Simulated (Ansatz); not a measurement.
System: MoF₃, charge 0, multiplicity 4. The spin state was set by rule; other spins were not relaxed. 
Structure (B3LYP-D3(BJ)/def2-TZVP (Ansatz, a quantum-chemistry and plane-wave program) minimum search):
SMILES: [F][Mo]([F])[F]
```xyz
4

Mo     0.0000     0.0000     0.0000
F      1.8038    -0.3469    -0.3084
F     -0.7840    -0.5087     1.6111
F     -1.0197     0.8556    -1.3027
```
Charge 0, spin multiplicity 4.

Quantity: atomisation energy (electronic, to ground-state atoms), in eV. Valence correlation only, unless marked. Open shells are spin-unrestricted. Spin-orbit coupling is left out. Frozen are the shells of the preceding noble gas and the d and f shells that filled before the atom's block. In def2 rows, elements after Kr have scalar-relativistic effective core potentials. The coupled-cluster limit lacks core correlation, which all-electron functionals hold. CBS marks a two-point X^-3 extrapolation of the correlation energy; Hartree-Fock from the larger set. The bracket is a focal-point correction in the basis named.

| level | program | atomisation energy (eV) |
|---|---|---|
| SVWN5/def2-TZVPD | Ansatz | 19.17 |
| PBE-D3(BJ)/def2-TZVPD | Ansatz + dftd3 | 16.58 |
| PBE-D4/def2-TZVPD | Ansatz + dftd4 | 16.60 |
| PBE0/def2-QZVPP | Ansatz | 15.37 |
| BHLYP-D3(BJ)/def2-TZVPD | Ansatz + dftd3 | … |
| B2PLYP-D3(BJ)/def2-TZVPD | Ansatz + dftd3 | 15.82 |
| B2PLYP/def2-TZVPD | Ansatz | 15.77 |
| RPA@PBE/def2-TZVPP | Ansatz | … |
| RI-MP2/CBS(def2-TZVPP,def2-QZVPP)+[CCSD(T)-MP2]/def2-TZVPP | Ansatz | 15.66 |

Problem. Fill in the missing entries.

Solution. 
- BHLYP-D3(BJ)/def2-TZVPD, atomisation energy (eV): 14.42
- RPA@PBE/def2-TZVPP, atomisation energy (eV): 13.70
